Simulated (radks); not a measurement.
Coherent X-ray form factor from a spherical all-electron density. Method: scalar-relativistic Kohn-Sham, PBE, spin-polarised, spherical densities, point nucleus; computed with a radial shooting solver on a logarithmic mesh with Libxc functionals.

| sin(theta)/lambda (1/angstrom) | f0 (electrons) |
|---|---|
| 0.05 | 45.198 |
| 0.1 | 43.085 |
| 0.15 | 40.257 |
| 0.2 | 37.213 |
| 0.25 | 34.254 |
| 0.3 | 31.533 |
| 0.4 | 27.012 |
| 0.5 | 23.663 |
| 0.6 | 21.199 |
| 0.8 | 17.694 |
| 1 | 14.873 |
| 1.25 | 11.752 |
| 1.5 | 9.274 |
| 2 | 6.443 |

The species is in the configuration that NIST lists as its ground one. Which atom or ion scatters so?

Answer. Neutral palladium, [Kr] 4d(up 5, down 5). Extrapolating in s^2 from the first two rows gives f0(0) = 45.9, near the electron count 46; among species with that count, the fall with angle is slower the higher Z, and the table is that of Z = 46; from so few rows the species is fixed only to a neighbour or two.
